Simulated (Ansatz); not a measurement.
Steps of a relaxation of `[CH3][GeH2][Se]C` with RKS PBE0-D4/def2-TZVP.

```sh
$ ansatz run in.yaml --threads 2 --pin off --events-out ev --progress --plain --max-ram 20480MiB --backend cpu
```

```yaml
crystal:
  periodic: [false, false, false]
  atoms:
    - {symbol: C, position_ang: [-1.387468, 1.235494, 0.156936]}
    - {symbol: Ge, position_ang: [-0.280262, 0.065151, 1.287876]}
    - {symbol: Se, position_ang: [1.933915, -0.109674, 0.449230]}
    - {symbol: C, position_ang: [1.462701, -1.088860, -1.201007]}
    - {symbol: H, position_ang: [-1.427460, 0.841566, -0.877189]}
    - {symbol: H, position_ang: [-2.420106, 1.285652, 0.556532]}
    - {symbol: H, position_ang: [-0.956210, 2.254475, 0.133420]}
    - {symbol: H, position_ang: [-0.906353, -1.360289, 1.346602]}
    - {symbol: H, position_ang: [-0.136777, 0.640851, 2.722680]}
    - {symbol: H, position_ang: [2.413828, -1.292688, -1.727672]}
    - {symbol: H, position_ang: [0.968577, -2.048351, -0.958019]}
    - {symbol: H, position_ang: [0.812616, -0.478427, -1.855289]}
basis:
  gaussian: {orbitals: def2-TZVP}
hamiltonian: {xc: pbe0, dispersion: d4}
relax: {f_tol: 0.005, max_steps: 150}
```

Positions (Å) and forces (eV/Å) along the path, 7 of 7 steps:

```xyz
12
step=1 energy=-124056.6504 eV
C    -1.387    1.235    0.157   -0.127    0.164   -0.176
Ge   -0.280    0.065    1.288   -0.002    0.021   -0.003
Se    1.934   -0.110    0.449   -0.376   -0.163   -0.211
C     1.463   -1.089   -1.201   -0.026   -0.153   -0.272
H    -1.427    0.842   -0.877    0.013    0.194    0.508
H    -2.420    1.286    0.557    0.507   -0.026   -0.191
H    -0.956    2.254    0.133   -0.213   -0.502    0.013
H    -0.906   -1.360    1.347    0.118    0.220   -0.013
H    -0.137    0.641    2.723   -0.024   -0.088   -0.221
H     2.414   -1.293   -1.728   -0.475    0.111    0.283
H     0.969   -2.048   -0.958    0.261    0.508   -0.086
H     0.813   -0.478   -1.855    0.345   -0.286    0.369
12
step=2 energy=-124056.6901 eV
C    -1.377    1.226    0.155   -0.069    0.040   -0.035
Ge   -0.280    0.065    1.284   -0.079    0.022   -0.040
Se    1.904   -0.110    0.442    0.076   -0.022   -0.056
C     1.452   -1.082   -1.199   -0.039   -0.032   -0.060
H    -1.422    0.832   -0.866    0.008    0.050    0.145
H    -2.396    1.280    0.554    0.134    0.003   -0.062
H    -0.948    2.233    0.126   -0.053   -0.141    0.010
H    -0.888   -1.353    1.340   -0.008    0.026    0.007
H    -0.140    0.637    2.707    0.003   -0.011   -0.030
H     2.397   -1.290   -1.708   -0.142    0.032    0.083
H     0.954   -2.024   -0.954    0.073    0.137   -0.052
H     0.820   -0.469   -1.847    0.097   -0.103    0.090
12
step=3 energy=-124056.6921 eV
C    -1.379    1.221    0.154    0.024   -0.003   -0.012
Ge   -0.277    0.059    1.270   -0.013    0.039    0.057
Se    1.917   -0.107    0.444   -0.060   -0.021   -0.017
C     1.450   -1.075   -1.191    0.050    0.007   -0.007
H    -1.436    0.826   -0.860   -0.005   -0.002   -0.020
H    -2.390    1.287    0.559   -0.002   -0.010    0.014
H    -0.942    2.218    0.119    0.004    0.017   -0.005
H    -0.897   -1.352    1.334    0.019   -0.019   -0.009
H    -0.130    0.631    2.690   -0.013    0.006    0.024
H     2.389   -1.290   -1.697    0.011   -0.016   -0.028
H     0.948   -2.010   -0.949   -0.006   -0.015    0.012
H     0.826   -0.463   -1.839   -0.010    0.017   -0.008
12
step=4 energy=-124056.6931 eV
C    -1.379    1.223    0.156    0.003   -0.003    0.001
Ge   -0.281    0.064    1.279   -0.010    0.000   -0.006
Se    1.909   -0.110    0.441    0.008   -0.002   -0.002
C     1.454   -1.078   -1.198   -0.006    0.008    0.010
H    -1.435    0.825   -0.858    0.001   -0.004   -0.004
H    -2.391    1.288    0.560   -0.006    0.001    0.004
H    -0.943    2.221    0.119    0.003    0.006   -0.001
H    -0.893   -1.351    1.339    0.000   -0.004    0.002
H    -0.139    0.635    2.700    0.005    0.001    0.000
H     2.394   -1.295   -1.701    0.010    0.000    0.001
H     0.950   -2.012   -0.956   -0.004   -0.008    0.000
H     0.832   -0.465   -1.848   -0.005    0.005   -0.006
12
step=5 energy=-124056.6931 eV
C    -1.379    1.221    0.155   -0.004    0.001    0.001
Ge   -0.282    0.063    1.280    0.006    0.001    0.002
Se    1.908   -0.113    0.443    0.000    0.002    0.004
C     1.453   -1.076   -1.198    0.003   -0.004   -0.005
H    -1.438    0.820   -0.857   -0.001    0.000    0.000
H    -2.390    1.290    0.561    0.000   -0.001   -0.001
H    -0.942    2.219    0.115    0.002   -0.001   -0.001
H    -0.895   -1.352    1.344   -0.002   -0.001    0.000
H    -0.136    0.637    2.699   -0.001    0.001    0.000
H     2.395   -1.294   -1.699   -0.002    0.001    0.001
H     0.947   -2.010   -0.960   -0.001    0.002    0.000
H     0.835   -0.461   -1.849    0.000    0.001    0.001
12
step=6 energy=-124056.6932 eV
C    -1.378    1.219    0.154    0.000   -0.001   -0.002
Ge   -0.282    0.063    1.281   -0.001   -0.003    0.000
Se    1.909   -0.116    0.445    0.000    0.000    0.001
C     1.453   -1.074   -1.198    0.000    0.000   -0.001
H    -1.439    0.815   -0.857    0.000    0.000    0.002
H    -2.389    1.291    0.562   -0.001    0.000    0.000
H    -0.939    2.216    0.110    0.000    0.001   -0.001
H    -0.896   -1.352    1.347    0.000    0.002    0.001
H    -0.137    0.639    2.700    0.000    0.001    0.000
H     2.395   -1.293   -1.699    0.001    0.000   -0.001
H     0.944   -2.007   -0.963   -0.001    0.001    0.000
H     0.837   -0.456   -1.848    0.000    0.000    0.001
12
step=7 energy=-124056.6932 eV
C    -1.377    1.214    0.152    0.003   -0.001   -0.005
Ge   -0.282    0.061    1.285   -0.004   -0.004    0.000
Se    1.909   -0.122    0.451   -0.001   -0.001   -0.002
C     1.452   -1.069   -1.199   -0.003    0.001    0.001
H    -1.444    0.802   -0.855    0.001    0.001    0.004
H    -2.385    1.294    0.563    0.001    0.002    0.000
H    -0.932    2.208    0.098   -0.003   -0.001    0.001
H    -0.899   -1.352    1.356    0.002    0.004    0.000
H    -0.136    0.643    2.701    0.000    0.000    0.000
H     2.394   -1.292   -1.697    0.001    0.000   -0.002
H     0.935   -1.999   -0.971    0.001    0.002    0.000
H     0.843   -0.442   -1.848    0.002   -0.002    0.002
```

Hardware: 2 threads of a server CPU on a shared host. Wall time 59 s, peak host memory 0.72 GiB.
